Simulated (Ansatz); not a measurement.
Frontier orbitals of C$_{3}$H$_{10}$AlN, SMILES `C[CH2][AlH][CH2]N`.

Z-matrix (Å, degrees):
```
C
C 1 1.528
H 1 1.095 2 111.6
H 1 1.093 2 111.5 3 -119.8
H 1 1.094 2 112.2 3 119.7
Al 2 1.962 1 118.6 3 60.6
H 2 1.100 1 109.9 3 -177.0
H 2 1.099 1 110.4 3 -63.1
C 6 1.969 2 124.5 1 7.1
H 6 1.596 2 118.5 1 -172.2
N 9 1.462 6 114.8 2 15.2
H 9 1.106 6 109.2 2 -115.1
H 9 1.100 6 104.4 2 133.9
H 11 1.013 9 111.7 6 -176.1
H 11 1.010 9 111.6 6 -56.5
```

Charge 0, multiplicity 1. All single points use the PBE0-D4/def2-TZVP geometry. It is one conformer, not always the lowest. Basis def2-TZVPP, the Gaussian-basis code of Ansatz.

| functional | HOMO (eV) | LUMO (eV) | gap (eV) |
| --- | --- | --- | --- |
| PBE | -5.13 | -1.61 | 3.52 |
| BLYP | -5.04 | -1.51 | 3.53 |
| PBE0 | -6.56 | -0.83 | 5.73 |
| r2SCANh | -5.95 | -1.01 | 4.94 |
| LC-ωPBE | -9.36 | 1.19 | 10.55 |
| ωB97X-V | -9.02 | 1.03 | 10.05 |
| ωB97M-V | -8.93 | 0.70 | 9.63 |

A quarter of exact exchange (PBE0) shifts PBE's HOMO by −1.43 eV and its LUMO by +0.78 eV; full exchange at long range (ωB97M-V) shifts them by −3.79 and +2.30 eV. The gap opens from 3.53 to 9.62 eV, since occupied levels lose self-interaction and empty ones feel all the electrons. A positive LUMO is unbound and depends on the basis.

LC-ωPBE has ω = 0.4 bohr⁻¹.
